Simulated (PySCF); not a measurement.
# Computed structure and properties of [TlBr]2+

System: [TlBr]2+ (singlet); start: template (C∞v). Method: PySCF 2.14.0, RKS B3LYP, Tl def2-SVP with ECP60, Br def2-SVP; non-relativistic Hamiltonian with scalar-relativistic core potentials where named; density fitting; no spin-orbit coupling.

Input of the relaxation:

```python
mol = gto.M(atom='''
Tl     0.00000     0.00000    -0.71095
Br     0.00000     0.00000     1.84655''',
    basis={'Tl': 'def2-SVP', 'Br': 'def2-SVP'},
    ecp={'Tl': 'def2-SVP'},
    charge=2, spin=0)
mf = dft.RKS(mol, xc='B3LYP')
mf.grids.atom_grid = (50, 194)
mf = mf.density_fit()  # fitting sets: Tl def2-universal-JKFIT, Br def2-universal-JKFIT
mf.conv_tol = 1e-08; mf.max_cycle = 55
mf.kernel(dm0)  # dm0: converged density of the start geometry
# quasi-Newton relaxation in Cartesian coordinates to a largest gradient under 0.00045 Eh/bohr, steps kept in the point group
```

Run from Python with OMP_NUM_THREADS=2; the lines above give its settings. Where DIIS fails, smearing, a level shift and second-order steps follow.
It took 4.3 s on 2 threads of Arm Neoverse V1 (shared host), from the converged density of the start.

Course of the relaxation:

```json
{"step": "0", "energy above end (eV)": "0.0219", "largest force component within the symmetry (eV/Å)": "0.482"}
{"step": "1", "energy above end (eV)": "0.0094", "largest force component within the symmetry (eV/Å)": "0.293"}
{"step": "2", "energy above end (eV)": "0.0009", "largest force component within the symmetry (eV/Å)": "0.077"}
{"step": "3", "energy above end (eV)": "0.0001", "largest force component within the symmetry (eV/Å)": "0.020"}
{"step": "4", "energy above end (eV)": "0.0000", "largest force component within the symmetry (eV/Å)": "0.002"}
```

Relaxed geometry (C∞v):

```xyz
2

Tl    0.0000    0.0000   -0.7651
Br    0.0000    0.0000    1.9006
```

```tsv
contact	Å
Tl1–Br2 (Br)	2.666
```

On the finer grid (75, 302):

* HOMO: -20.88 eV
* LUMO: -19.80 eV
* Dipole about the centre of mass: 0.26 D
* Set of Mulliken populations of Tl1 outside the core potential: s 3.46, p 6.12, d 10.03
* D3(BJ) dispersion energy (not in the energies): -0.092 eV

| atom | Mulliken (e) | Löwdin (e) | spin (e) |
| --- | --- | --- | --- |
| Tl1 | 1.40 | 1.27 | 0.00 |
| Br2 | 0.60 | 0.73 | 0.00 |

Another spin state tried lies lower. The gap is small, and the closed shell wasn't tested for a lower spin-broken solution.

On the grid (50, 194), as all that follows. Harmonic modes: a minimum; lowest 115 cm⁻¹ (negative: unstable), highest 115 cm⁻¹, zero-point energy 0.007 eV.

Taking off one Br (charge -1, singlet; the rest: singlet) in vacuum, both parts rigid, costs 30.77 eV; the small basis without counterpoise inflates it. Most of it is the attraction of opposite charges; other ways to part are cheaper, and one spin state was tried for the rest.

Rigid scan of Br along the line from its metal, all other atoms held (where the atom bridges, its other bond changes as well):

(distance to Br2 (Å), energy (eV)): (2.37, 0.272), (2.47, 0.097), (2.57, 0.018), (2.67, 0.000), (2.77, 0.010), (2.87, 0.037), (3.07, 0.092)

One start shape was tried, so this needn't be the lowest isomer.
